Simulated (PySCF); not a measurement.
## How methods differ on the ionisation energy of Sn

Sn [Kr] 4d10 5s2 5p2 (3P) → Sn+ [Kr] 4d10 5s2 5p1 (2P), as a difference of total energies. Computed with PySCF 2.14 in cc-pVDZ-PP with ECP28MDF (4s3p2d, 23 functions), with a scalar-relativistic core potential. Correlated levels: valence: 4s2 4p6 4d10 frozen. The calculations carry no spin-orbit coupling.

| method | ionisation energy (eV) | error (eV) |
| --- | --- | --- |
| UHF | 6.858 | -0.531 |
| r2SCAN | 7.409 | +0.020 |
| TPSS | 7.242 | -0.147 |
| MP2 (valence) | 7.071 | -0.318 |
| SCS-MP2 (valence) | 7.017 | -0.372 |
| CCSD (valence) | 7.095 | -0.294 |
| CCSD(T) (valence) | 7.101 | -0.288 |

Reference: 7.389 eV (measured; NIST levels, between the centres of gravity of the two terms).

Errors of the correlated levels include the incompleteness of this basis and the frozen core.
